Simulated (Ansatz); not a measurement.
Ansatz results at the PBE0-D4/def2-TZVP geometry: HOMO–LUMO gap (PBE0/def2-TZVPP) 5.73 eV; HOMO–LUMO gap (PBE/def2-TZVPP) 3.95 eV; HOMO energy (ωB97M-V/def2-TZVPP) -8.87 eV.

Each molecule was computed in one conformer, which needn't be the lowest.

Task: Which molecule gave them?
A. `[OH][In]([OH])[Cl]`
B. `C[C](C)(C)[In]([F])[Cl]`
C. `[CH3][In]([CH3])[SeH]`
D. `C[O][InH][Cl]`

Result: C. The others give `C[C](C)(C)[In]([F])[Cl]`: 6.09, 4.12, -9.83; `[OH][In]([OH])[Cl]`: 6.73, 4.13, -11.29; `C[O][InH][Cl]`: 6.27, 4.08, -10.16.
